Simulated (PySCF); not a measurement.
AgCl, SMILES [Cl][Ag], multiplicity 1.

Geometry: PBE0-D3(BJ)/def2-TZVPD. The multiplicity is an assumed one; other spin states were not compared. The def2 effective core potentials stand for the cores of Ag; spin–orbit coupling is left out.

Level of theory: PBE/def2-TZVPD run with PySCF.

The molecule is in vacuum.

| Property | Result |
|---|---|
| total energy | -607.05877 hartree |
| point group | C∞v |
| highest occupied level | -6.40 eV |
| lowest empty level | -4.13 eV |
| orbital gap | 2.27 eV |
| dipole moment | 5.09 D |
| quadrupole, principal values (traceless, Buckingham form, about the centre of nuclear charge) | -0.24, 0.12, 0.12 D·Å |
| mean static polarisability | 44.7 bohr³ (6.63 Å³) |
| polarisability, principal values | 36.6, 36.6, 61.0 bohr³ |
